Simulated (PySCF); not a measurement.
In(Cl)(NH2)2 (ClH₄InN₂), SMILES [NH2][In]([NH2])[Cl]. Atoms are numbered in the order given.

```xyz
8

In    -0.2868     0.0267     0.0000
Cl     2.0712    -0.0150     0.0000
N     -1.1383    -0.1383     1.8267
H     -0.5485     0.1716     2.5950
H     -2.0627     0.2699     1.9382
N     -1.1383    -0.1383    -1.8267
H     -2.0627     0.2699    -1.9382
H     -0.5485     0.1716    -2.5950
```

Coordinates come from a PBE0-D3(BJ)/def2-SVP optimisation. The structure was generated by enumeration; whether it is a known compound was not checked. The def2 effective core potentials stand for the cores of In; spin–orbit coupling is left out. The values are those of a single conformer.

Method: PBE/def2-TZVP in PySCF.

The molecule is in vacuum.

The total energy is -762.05795 hartree. The point group comes out as Cs and the highest occupied level is -5.99 eV. The lowest empty level comes out as -2.30 eV and the orbital gap is 3.69 eV. The dipole moment comes out as 3.61 D, the quadrupole, principal values (traceless, Buckingham form, about the centre of nuclear charge) is -7.30, 2.42, 4.87 D·Å and the mean static polarisability is 66.2 bohr³ (9.81 Å³). The polarisability, principal values comes out as 47.7, 75.3, 75.5 bohr³.
